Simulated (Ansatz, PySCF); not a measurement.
This PySCF input computes a BLYP/def2-TZVPD energy:

```python
from pyscf import gto, scf, dft

mol = gto.M(
    atom='''
    Sn    0.00977870   -0.00779143    0.36180530
    F     0.71090659    1.33897926   -0.99659424
    F    -0.76523270   -1.29569354   -1.01343518
    ''',
    basis='def2-tzvpd',
    ecp='def2-tzvp',
    charge=-1,
    spin=1,
    verbose=4,
)

mf = dft.UKS(mol, xc='blyp').density_fit(auxbasis='def2-universal-jkfit')
mf.grids.level = 3
mf.conv_tol = 1e-9
mf.max_cycle = 100
mf.max_memory = 1500
mf.kernel()
if not mf.converged:
    mf = mf.newton()
    mf.kernel(mf.make_rdm1())
for _ in range(2):
    mo, _, stable, _ = mf.stability(return_status=True)
    if stable:
        break
    mf.kernel(mf.make_rdm1(mo, mf.mo_occ))
mf.analyze()
```

Task: Write an input for the same energy in Ansatz (a first-principles code) and say what it gives.

Result: 
Ansatz 0.2 input:
```yaml
crystal:
  periodic: [false, false, false]
  atoms:
    - {symbol: Sn, position_ang: [0.00977870, -0.00779143, 0.36180530]}
    - {symbol: F, position_ang: [0.71090659, 1.33897926, -0.99659424]}
    - {symbol: F, position_ang: [-0.76523270, -1.29569354, -1.01343518]}
basis:
  gaussian:
    orbitals: def2-TZVPD
hamiltonian:
  xc: {name: BLYP}
total_charge: -1
magnetization: {spin_polarized: true, initial_magnetization: 1}
output: {forces: true}
```
It gives -414.16152 Eh, and PySCF -414.16157 Eh, a difference of 0.05 mEh, from the treatment of integrals and grids.
